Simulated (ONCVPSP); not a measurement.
# Which change was made? (Ga, ONCV)

Ga, optimised norm-conserving Vanderbilt (ONCV), made with ONCVPSP 4.0.1 (PBE, scalar-relativistic). Core [Ne] 3s2, reference 3p6 3d10 4s2 4p1. Waves: 4s: rc 2.00 bohr, ncon 4, nbas 8, qcut 3.1 1/bohr, 3 projectors, debl 2.6 Ha; 3p+4p: rc 1.05 bohr, ncon 4, nbas 9, qcut 14.4 1/bohr, 2 projectors; 3d: rc 0.85 bohr, ncon 5, nbas 9, qcut 19.9 1/bohr, 2 projectors, debl 3.2 Ha; f scattering state at 0.32 Ha: rc 1.75 bohr, ncon 3, nbas 7, qcut 6.6 1/bohr, 2 projectors, debl 0.6 Ha. Local part: polynomial inside 0.75 bohr (lpopt 5, dvloc0 2 Ha). Core correction: Teter function, fcfact 3, rcfact 1.1.

Cutoffs, loose and tight: the cutoffs (Ha) at which the residual kinetic energy of the hardest occupied pseudo-wave falls to 1 and 0.1 mHa per electron. They do not see the model core or the augmentation charge, which bear on the density cutoff. Test errors are all-electron minus pseudo excitation energies from the reference, over the configurations 3p6 3d10 4s2 4p0; 3p6 3d10 4s1 4p0; 3p6 3d10 4s0 4p0; 3p6 3d10 4s1 4p2; variants that change the core or the reference have their own tests. The largest error is taken over the tests solved by every variant that gives reliable tests at all, those not shown here included: 3p6 3d10 4s1 4p0; 3p6 3d10 4s1 4p2; 3p6 3d10 4s2 4p0.

The base gives: outcome: generated; cutoff, loose: 153 Ha; cutoff, tight: 173 Ha; bound ghosts: none; GHOST(+) flags above zero: s, f; largest test error (meV): -8.5.

Task: After one change the result is: outcome: generated; cutoff, loose: 392 Ha; cutoff, tight: 437 Ha; bound ghosts: none; GHOST(+) flags above zero: s, f; largest test error (meV): -9.4. Which change was it?
A. s: qcut 1.9; p: qcut 9; d: qcut 12.4; f: qcut 4.1
B. d: rc 0.6; local potential polynomial inside 0.60 bohr (lpopt 5, dvloc0 2 Ha)
C. s: nproj 2

Result: A. The others give: s: nproj 2 → outcome: generated; cutoff, loose: 153 Ha; cutoff, tight: 173 Ha; bound ghosts: s; GHOST(+) flags above zero: f; largest test error (meV): -8.5 | d: rc 0.6; local potential polynomial inside 0.60 bohr (lpopt 5, dvloc0 2 Ha) → outcome: generated; cutoff, loose: 299 Ha; cutoff, tight: 762 Ha; bound ghosts: s; GHOST(+) flags above zero: f; largest test error (meV): -8.5.
